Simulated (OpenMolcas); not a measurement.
O VI: from CASSCF to CASPT2

```json
{"Program": "OpenMolcas", "Basis": "ANO-L-VQZP [5s4p3d2f]", "Scalar Hamiltonian": "non-relativistic, point nucleus", "Active space": "1 electron in 8 orbitals (2s 2p 3s 3p)", "State averaging": "2S+1 = 2 even, 1 root; 2S+1 = 2 odd, 3 roots", "Spin-orbit coupling": "state interaction with AMFI integrals over the reference wave functions, term energies averaged over their components"}
```

Methods on the same reference wave functions:
A. CASSCF
B. SS-CASPT2, IPEA 0.25 Eh, imaginary shift 0.1 Eh (closed shells correlated: 1s)

Energies in cm-1 above 2s 2S 1/2, the measured ground level; measured values from Moore, Selected Tables of Atomic Spectra, NSRDS-NBS 3, section 8.

```json
{"Level": "2s 2S 1/2", "A": "0.0", "B": "0.0", "Measured": "0.0"}
{"Level": "2p 2P* 1/2", "A": "96529", "B": "96066", "Measured": "96375"}
{"Level": "2p 2P* 3/2", "A": "97037", "B": "96575", "Measured": "96908"}
```

Deviations, from unrounded energies. A percentage is the sum of absolute deviations over the sum of measured energies, with the sign that they share, or ± where signs differ.

```json
{"Against measurement": "mean absolute deviation (cm-1)", "Levels": "2", "A": "140", "B": "320"}
{"Against measurement": "other configurations (%)", "Levels": "2", "A": "+0.1", "B": "-0.3"}
```

A lies closest to measurement on these levels. The largest miss of A in the table is 2p 2P* 1/2, by +150 cm-1. The ranking rests on the paired levels alone, and a cruder setting can come out closer through cancelling errors.

The lowest spin-free term lies below A's lowest term by 0.006 hartree in B.

With one active electron outside closed inactive shells, the extra shells (3p 3s) add no correlation to the reference. With one active electron the reference holds no correlation, so core polarisation is missing (holds for A). With one active electron, CASPT2 adds the correlation within the correlated inactive shells and between them and that electron, and leaves the splitting within a term as the reference gives it (holds for B). Measured partners are found by configuration, term and J. A level has none where our copy of the source lacks it or the pairing is in doubt (some pairs that miss far off the trend of their configuration count as doubtful), and it then counts in no deviation. Only configurations of the active space appear.

* marks odd parity.
